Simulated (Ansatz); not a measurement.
Reaction (ligand exchange at the In–C bond): `C[NH][In]([CH3])[Cl]` + HCl → `C[NH][In]([Cl])[Cl]` + CH₄

Computed with Ansatz on PBE0-D4/def2-TZVP structures; ΔE is electronic, products minus reactants. CCSD(T)/CBS adds triple-zeta CCSD(T) − MP2 to the extrapolated MP2 energy (def2 sets, frozen cores). This one scheme is used for every species. DFT in def2-TZVPP. Elements past krypton have def2 core potentials. For In outer-core shells are correlated without core-valence functions, which leaves a few kJ/mol of doubt a bond. Each species was taken in one conformer, which may not be the lowest.

Is it downhill or uphill in electronic energy at CCSD(T)/CBS, and by how much? (An estimate is asked.)

Computed: Downhill: ΔE = -29.6 kcal/mol.

What do these levels give: PBE-D4, r2SCAN-D4, PBE0-D4, B2PLYP, r2SCAN, SCS-MP2/def2-TZVPP, CCSD/def2-TZVPP, MP2/def2-QZVPP, SCS-MP2/def2-QZVPP, HF/CBS(def2), MP2/CBS(def2), CCSD/CBS(def2)? (Best estimate.)

Computed: PBE-D4 -28.9, r2SCAN-D4 -30.9, PBE0-D4 -30.0, B2PLYP -30.5, r2SCAN -31.0, SCS-MP2/def2-TZVPP -29.5, CCSD/def2-TZVPP -29.1, MP2/def2-QZVPP -29.2, SCS-MP2/def2-QZVPP -30.0, HF/CBS(def2) -35.6, MP2/CBS(def2) -29.6, CCSD/CBS(def2) -29.9 kcal/mol.

Largest T1 diagnostic among the species: 0.013.

In def2-TZVPP, CCSD(T) changes the Hartree–Fock value by +7.0 kcal/mol (the triples alone add +0.4 kcal/mol) and MP2 by +7.0 kcal/mol. From PBE to PBE0 (25 % exact exchange), in def2-TZVPP and without D4, ΔE moves by −1.0 kcal/mol.
